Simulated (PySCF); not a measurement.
# W (tungsten, neutral): UHF calculation

Configuration: [Xe] 4f14 5d3 6s2 6p1, one real determinant (an excited configuration). Calculation: PySCF 2.14, in aug-cc-pVTZ-PP with one added diffuse shell each of s, p, d, f, g type with ECP60MDF (7s7p6d4f3g, 113 functions); scalar relativity through the core potential.

```
Total energy                                                  : -66.569939 hartree
One-electron energy                                           : -111.6146 hartree
Hartree (Coulomb) energy                                      : 51.8791 hartree
Exchange energy                                               : -6.8345 hartree
⟨S²⟩                                                          : 6.6643
⟨L²⟩                                                          : 14.888
Sum of ⟨r⟩                                                    : 25.81 bohr
Sum of ⟨r²⟩                                                   : 67.41 bohr²
Traceless quadrupole moment −½Σ⟨3z² − r²⟩ along its main axis : -8.73 e·bohr²
Time after the integrals                                      : about 10 core-seconds
```

```csv
shell,electrons,mean orbital energy (hartree),spread (hartree),"rms radius, mean of both spins (bohr)"
5s α,1,-3.59074,0,1.15
5s β,1,-3.46890,0,1.15
5p α,3,-2.11493,0.00673,1.35
5p β,3,-1.93560,0.01020,1.35
5d α,3,-0.47191,0.00060,2.08
6s α,1,-0.39771,0,3.24
6s β,1,-0.30676,0,3.24
6p α,1,-0.19383,0,4.47
```

⟨L²⟩ = 14.89 against 20 for a pure G term, so this real determinant mixes terms. Energies and moments cover only the electrons outside the core potential. Spin-orbit coupling, absent here, splits the open shell strongly. ⟨S²⟩ = 6.66 against 6.00 shows spin contamination. The s, p, d and f populations moved away from the nominal configuration during the SCF.
